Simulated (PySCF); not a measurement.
Geometries of 3 isomers of C4H6BN, from PBE0-D3(BJ)/def2-SVP geometry optimisation, gas phase in PySCF. One conformer each, no zero-point energy, no frequencies.

Question: Which isomer lies lowest at this level?
A.
```xyz
12
angstrom
B      2.186   -0.346    0.214
N      0.774   -0.236    0.139
C      0.048    0.933   -0.079
C     -1.282    0.633   -0.088
C     -1.402   -0.783    0.134
C     -0.140   -1.280    0.267
H      2.669   -1.433    0.406
H      2.847    0.653    0.080
H      0.568    1.879   -0.209
H     -2.097    1.339   -0.237
H     -2.325   -1.357    0.185
H      0.214   -2.293    0.444
```
B.
```xyz
12
angstrom
B     -1.558   -0.290    0.390
N     -0.076   -0.138    0.042
C      1.038   -0.030   -0.223
C      2.451    0.098   -0.564
C      3.033    1.357   -0.109
C      3.517    2.399    0.264
H     -1.592   -0.593    1.575
H     -2.066    0.799    0.161
H     -1.979   -1.175   -0.341
H      2.548   -0.001   -1.659
H      2.988   -0.760   -0.123
H      3.945    3.327    0.597
```
C.
```xyz
12
angstrom
B      1.269    0.737    0.012
C     -0.068    1.450    0.032
C     -1.218    0.694    0.015
C     -1.184   -0.726   -0.020
C      0.017   -1.382   -0.039
N      1.188   -0.694   -0.024
H      2.366    1.242    0.022
H     -0.165    2.539    0.059
H     -2.203    1.175    0.029
H     -2.108   -1.306   -0.033
H      0.077   -2.473   -0.066
H      2.031   -1.256   -0.039
```

Answer: C. That is 1,2-dihydro-1,2-azaborine (`B1C=CC=CN1`), 22.5 kcal/mol below the next.

```tsv
SMILES	atoms numbered as above	E (Eh)	relative (kcal/mol)	relative (kJ/mol)	dipole (D)
B1C=CC=CN1	[BH:1]1[CH:2]=[CH:3][CH:4]=[CH:5][NH:6]1	-235.23120	0.0	0.0	2.23
Bn1cccc1	[BH2:1][n:2]1[cH:3][cH:4][cH:5][cH:6]1	-235.19534	22.5	94.2	0.35
[BH3-][N+]#CCC#C	[BH3-:1][N+:2]#[C:3][CH2:4][C:5]#[CH:6]	-235.06391	105.0	439.2	6.98
```

As drawn, the lowest has an N–H bond, which the highest lacks.
